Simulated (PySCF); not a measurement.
Spin-Hamiltonian simulation

Molecule: `CCc1ccccn1`, C7H9N.

Cartesian coordinates in Å; atom numbers follow the order of the lines, from 1:
```xyz
17

C    -2.467   -0.429    0.255
C    -1.383   -0.295   -0.810
C    -0.023   -0.100   -0.200
C     0.556    1.171   -0.088
C     1.797    1.298    0.528
C     2.423    0.154    1.015
C     1.767   -1.066    0.857
N     0.582   -1.195    0.270
H    -3.453   -0.611   -0.199
H    -2.235   -1.271    0.925
H    -2.537    0.481    0.870
H    -1.349   -1.215   -1.415
H    -1.612    0.541   -1.489
H     0.035    2.045   -0.485
H     2.271    2.279    0.624
H     3.398    0.202    1.504
H     2.229   -1.990    1.225
```

How the numbers were obtained: shielding tensors at PBE0/pcSseg-1 (GIAO), J: B3LYP/pcJ-1 (spin–dipole term only in couplings to heteroatoms), coordinates at the PBE0-D3(BJ)/def2-SVP level, in PySCF 2.14 (no relativistic terms, one computed conformer, no solvent model, fast rotation and ring inversion assumed for equivalent nuclei).

δ = σ(ref) − σ, references computed at the same level: 1H vs TMS.

Shifts (ppm): H9/H10/H11 1.26, H12/H13 2.66, H14 7.13, H15 7.64, H16 7.04, H17 8.71.
Couplings (Hz): H9–H10, H9–H11, H10–H11: -13.7; H9–H12, H9–H13, H10–H12, H10–H13, H11–H12, H11–H13: 8.5; H12–H13: -12.7; H12–H14, H13–H14: -0.3; H12–H15, H13–H15: 0.2; H12–H16, H13–H16: -0.4; H12–H17, H13–H17: 0.2; H14–H15: 8.5; H14–H16: 0.8; H14–H17: 1.0; H15–H16: 8.3; H15–H17: 1.7; H16–H17: 5.4.

The 9-spin Hamiltonian (Zeeman plus full scalar coupling among like nuclei) was diagonalised exactly; lines are Lorentzian, 1.0 Hz wide, and the maxima above 3 % are listed with the tallest set to 100.

(1) Give the 1H peak list of this spin system at 200 MHz.

(2) And at 600 MHz?

(3) Among coupled protons with different shifts, which pair is furthest from first order, and how does the field change that?

Results:

(1) 
```csv
Hz,ppm,height
1746.0,8.730,11
1744.9,8.724,14
1744.6,8.723,14
1743.5,8.717,12
1740.6,8.703,12
1739.5,8.697,15
1739.2,8.696,15
1738.1,8.691,12
1537.6,7.688,8
1535.9,7.680,8
1529.2,7.646,18
1527.5,7.638,17
1520.8,7.604,11
1519.1,7.596,10
1430.1,7.151,21
1421.6,7.108,18
1414.7,7.074,12
1409.3,7.047,12
1406.5,7.032,11
1401.0,7.005,10
545.0,2.725,12
536.5,2.682,39
528.0,2.640,42
519.5,2.597,15
260.4,1.302,51
251.9,1.259,100
243.4,1.217,45
```

(2) 
Hz from δ = 0 (height): 5230.0 (11), 5228.9 (14), 5228.6 (14), 5227.5 (11), 5224.6 (11), 5223.5 (14), 5223.2 (14), 5222.1 (11), 4593.4 (8), 4591.7 (8), 4584.9 (17), 4583.3 (17), 4576.6 (9), 4574.9 (9), 4282.2 (19), 4273.7 (18), 4230.8 (11), 4225.4 (11), 4222.6 (11), 4217.1 (10), 1608.8 (13), 1600.3 (40), 1591.8 (41), 1583.3 (14), 764.5 (51), 756.0 (100), 747.5 (49)

(3) H14 and H15: Δν/J is about 12.0 at 200 MHz (close to first order) and 36.0 at 600 MHz (close to first order). J in Hz doesn't depend on the field, while Δν in Hz grows in proportion to it.

Unscaled 3J(H,H) at this level run about 9 % above measured values.
